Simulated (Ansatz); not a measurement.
`CC[O][GaH][F]` and `CCO[SiH2]C` differ in one atom or group.

Ansatz, PBE0-D4/def2-TZVP geometries, multiplicity 1. Each molecule was computed in one conformer, which needn't be the lowest.

Scalar relativity is left out up to krypton.

```tsv
property	`CC[O][GaH][F]`
HOMO–LUMO gap (B3LYP/def2-TZVPP) / eV	6.75
HOMO energy (PBE/def2-TZVPP) / eV	-6.69
LUMO energy (PBE0/def2-TZVPP) / eV	-0.90
LUMO energy (B3LYP/def2-TZVPP) / eV	-1.20
zero-point energy (PBE0-D4/def2-TZVP) / kJ/mol	208.1
size of the dipole moment (ωB97M-V/def2-TZVPP) / D	0.97
```

Problem. What does the change do to each property? (An estimate is asked.)

Solution. The calculation gave: 
```json
{"property": "HOMO–LUMO gap (B3LYP/def2-TZVPP) / eV", "`CCO[SiH2]C`": "8.27", "shift": "1.52"}
{"property": "HOMO energy (PBE/def2-TZVPP) / eV", "`CCO[SiH2]C`": "-6.39", "shift": "0.30"}
{"property": "LUMO energy (PBE0/def2-TZVPP) / eV", "`CCO[SiH2]C`": "0.82", "shift": "1.72"}
{"property": "LUMO energy (B3LYP/def2-TZVPP) / eV", "`CCO[SiH2]C`": "0.57", "shift": "1.77"}
{"property": "zero-point energy (PBE0-D4/def2-TZVP) / kJ/mol", "`CCO[SiH2]C`": "326.7", "shift": "118.6"}
{"property": "size of the dipole moment (ωB97M-V/def2-TZVPP) / D", "`CCO[SiH2]C`": "0.32", "shift": "-0.65"}
```

With PBE0 the HOMO rises by 0.27 eV and the LUMO rises by 1.72 eV, so the gap widens by about 1.45 eV. PBE moves the HOMO by 0.30 eV and ωB97M-V by 0.29 eV. The zero-point energy changes by 118.6 kJ/mol with +12 modes. Dipoles are sizes alone; their direction can turn.

Positive LUMOs are unbound, so they and the gaps depend on the basis.

B3LYP here is the variant with VWN-RPA as its local correlation; programs differ in this.
